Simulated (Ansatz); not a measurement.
`F[Si](F)(Cl)[S][GeH2][Cl]`, charge 0, multiplicity 1.

Question: Give a relaxed structure at PBE0-D4/def2-TZVP (the Gaussian-basis code of Ansatz). (An estimate is asked.)

Answer: The calculation gave: 
Z-matrix (Å, degrees):
```
Si
F 1 1.576
Cl 1 2.015 2 108.0
F 1 1.580 2 107.8 3 116.3
S 1 2.096 2 107.8 3 -123.9
Ge 5 2.229 1 99.8 2 -150.4
Cl 6 2.145 5 110.0 1 -60.6
H 6 1.528 5 111.1 1 58.3
H 6 1.529 5 104.4 1 -176.9
```
This is one stationary point; other conformers may exist.
